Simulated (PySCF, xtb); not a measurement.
CH6ClFSi3, SMILES [SiH2]1C[Si@](Cl)([SiH2]1)F.

Harmonic wavenumbers (cm⁻¹) from GFN2-xTB run with xtb 6.7.1 at its own minimum, in rising order: 43, 90, 149, 168, 193, 282, 303, 368, 389, 411, 440, 500, 508, 567, 622, 640, 681, 716, 772, 793, 816, 961, 1115, 1465, 2182, 2196, 2203, 2212, 2988, 3002.

### Question
What does r2SCAN-D4/def2-SVP (PySCF 2.14.0) give at its own minimum? (Estimate from the structure and the level; the computed values follow.)

### Answer
57, 109, 169, 192, 232, 277, 327, 386, 419, 442, 529, 558, 613, 634, 662, 672, 707, 791, 879, 893, 918, 946, 985, 1347, 2208, 2215, 2227, 2236, 3051, 3133. Paired by order, the mean absolute difference is 53 cm⁻¹ and the zero-point energies are 39.7 and 41.2 kcal/mol.
